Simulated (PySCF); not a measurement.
A PySCF script (with the pyscf-properties extension) for the NMR shieldings of SMILES C#CP(P)C(C)(C)C, C₆H₁₂P₂, on a PBE0-D3(BJ)/def2-SVP geometry:

```python
import basis_set_exchange as bse
import numpy as np
from pyscf import gto, dft
from pyscf.prop import nmr

atoms = """
C     2.423723    1.975982    1.730507
C     1.896268    1.660156    0.679592
P     1.144878    1.344920   -0.890729
P     2.374149   -0.463532   -1.402624
C    -0.482162    0.525093   -0.352250
C    -0.310656   -0.538052    0.724904
C    -1.369520    1.662052    0.157265
C    -1.079051   -0.083685   -1.621767
H     2.890515    2.249313    2.659441
H     2.194709   -0.312685   -2.814437
H     3.584071    0.294139   -1.409786
H    -1.292647   -0.971407    0.980182
H     0.123129   -0.111397    1.641264
H     0.342898   -1.357124    0.388073
H    -1.515764    2.439295   -0.608997
H    -2.360916    1.266044    0.434253
H    -0.935802    2.137629    1.050543
H    -0.473336   -0.925840   -1.994493
H    -1.170205    0.660848   -2.428940
H    -2.087449   -0.475406   -1.409636
"""
names = dict.fromkeys(["C", "P", "H"], "pcSseg-1")
basis = {el: gto.basis.parse(bse.get_basis(n, elements=[el], fmt="nwchem")) for el, n in names.items()}
mol = gto.M(atom=atoms, basis=basis, charge=0, verbose=0)
mf = dft.RKS(mol, xc="PBE0")
mf.grids.level = 2
mf.grids.alignment = dft.numint.BLKSIZE   # the property module wants whole blocks of grid points
mf.conv_tol = 1e-9
mf.kernel()

calc = nmr.RKS(mf)   # GIAO
C = mf.mo_coeff
Co = C[:, mf.mo_occ > 0]
resp = mf.gen_response(singlet=True, hermi=2)
def vind(x):   # induced exchange potential for any number of trial vectors
    d = np.einsum("pi,xij,qj->xpq", C, 2 * x.reshape(-1, C.shape[1], Co.shape[1]), Co, optimize=True)
    return np.einsum("xpq,pi,qj->xij", resp(d - d.transpose(0, 2, 1)), C, Co, optimize=True).ravel()
mo1, _ = nmr.rhf.solve_mo1(calc, with_cphf=vind)
sigma = calc.kernel(mo1)
for i, s in enumerate(sigma):   # ppm
    print("%2d %-2s %9.2f" % (i, mol.atom_pure_symbol(i), np.trace(s) / 3))
```

Question: What are the results?

Answer: 
```
 0 C      78.70
 1 C      97.98
 2 P     368.80
 3 P     507.65
 4 C     151.51
 5 C     157.51
 6 C     154.53
 7 C     156.03
 8 H      28.26
 9 H      28.58
10 H      28.57
11 H      30.45
12 H      29.55
13 H      29.26
14 H      30.18
15 H      30.25
16 H      29.76
17 H      30.46
18 H      30.40
19 H      30.31
```

These numbers come from an equivalent density-fitted implementation of the same equations, which agrees with the script to about 0.01 ppm for H and up to a few tenths of a ppm for heavy atoms, so last digits may differ.

Size and cost of the density-fitted run: 210 basis functions, 39 s wall time on 1 thread of an Arm Neoverse V2, shared host; peak memory 1 GiB.
